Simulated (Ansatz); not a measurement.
Molecule: sum formula H₄BSiO₃, net charge 0, doublet state. It need not be the lowest isomer of its formula. 
Coordinates optimised at B3LYP-D3(BJ)/def2-TZVP (Ansatz, a program for electronic structure):
SMILES: OB(O)O[SiH2]
```xyz
9

O     -1.9987    -0.8992    -0.2162
B     -0.8876    -0.0999    -0.2492
O     -0.9631     1.1448    -0.8093
O      0.3021    -0.5341     0.2721
Si     1.7918     0.1798     0.4199
H     -1.8316    -1.7513     0.1978
H     -1.8405     1.3539    -1.1442
H      1.6735     1.4682     1.1558
H      2.6292    -0.7811     1.1848
```
Charge 0, spin multiplicity 2.

Quantity: atomisation energy (electronic, to ground-state atoms), in kcal/mol. Valence correlation only, unless marked. UHF or UKS for open shells. Spin-orbit coupling is left out. Non-relativistic. The coupled-cluster limit lacks core correlation, which all-electron functionals hold. CBS marks a two-point X^-3 extrapolation of the correlation energy; Hartree-Fock from the larger set.

```json
[
 {"level": "HF/6-31G*", "program": "Ansatz", "atomisation energy (kcal/mol)": "615.0"},
 {"level": "B3LYP-D4/def2-TZVPD", "program": "Ansatz + dftd4", "atomisation energy (kcal/mol)": "863.5"},
 {"level": "PBE0/6-31G*", "program": "Ansatz", "atomisation energy (kcal/mol)": "843.9"},
 {"level": "PBE0/def2-TZVP", "program": "Ansatz", "atomisation energy (kcal/mol)": "855.9"},
 {"level": "CAM-B3LYP-D3(BJ)/def2-TZVPD", "program": "Ansatz + dftd3", "atomisation energy (kcal/mol)": "871.3"},
 {"level": "CAM-B3LYP/def2-TZVPD", "program": "Ansatz", "atomisation energy (kcal/mol)": "868.3"},
 {"level": "wB97M-V/def2-TZVPD", "program": "Ansatz", "atomisation energy (kcal/mol)": "866.8"},
 {"level": "MP2/cc-pV(D+d)Z", "program": "Ansatz", "atomisation energy (kcal/mol)": "814.0"},
 {"level": "CCSD(T) with core electrons (1s frozen past Ne)/cc-pwCVTZ", "program": "Ansatz", "atomisation energy (kcal/mol)": "846.8"},
 {"level": "CCSD(T)/CBS(cc-pV(T+d)Z,cc-pV(Q+d)Z)", "program": "Ansatz", "atomisation energy (kcal/mol)": "867.9"}
]
```
